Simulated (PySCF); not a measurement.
Species: C₂H₈BN₃O.
SMILES: `CNB(N)NC=O`

Torsions of this conformer, `[CH3:1][NH:2][B:3]([NH2:4])[NH:5][CH:6]=[O:7]`: C1–N2–B3–N4 0°, N2–B3–N5–C6 1°, B3–N5–C6–O7 0°, H–N4–B3–N2 -179°, H–N4–B3–N2 0°.

The closed-shell ground state was solved at several levels (PySCF, density fitting, gas phase, non-relativistic). Geometry: GFN2-xTB, one conformer, isolated molecule.

| level | basis functions | HOMO (eV) | LUMO (eV) | gap (eV) | dipole (D) |
| --- | --- | --- | --- | --- | --- |
| B3LYP/pcJ-1 | 269 | -6.21 | 0.33 | 6.54 | 3.91 |
| PBE0/pcSseg-1 | 159 | -6.48 | 0.58 | 7.06 | 3.89 |

Question: Estimate the row for PBE0/def2-SVPD, a basis of 207 functions; the other rows only guide the guess.

Answer: HOMO -6.65 eV, LUMO 0.10 eV, gap 6.75 eV, dipole 3.83 D.

Question: Over all these levels, which gives the widest orbital gap and which the narrowest?

Answer: PBE0/pcSseg-1 (global hybrid, 25 % exact exchange) has the widest, 7.06 eV, and B3LYP/pcJ-1 (global hybrid, 20 % exact exchange) the narrowest, 6.54 eV. Functional and basis both differ between the two, so the spread mixes both effects.

Question: How far do the dipole and the HOMO energy spread over the levels?

Answer: The dipole runs from 3.83 to 3.91 D (mean 3.88 D) and the HOMO from -6.65 to -6.21 eV.
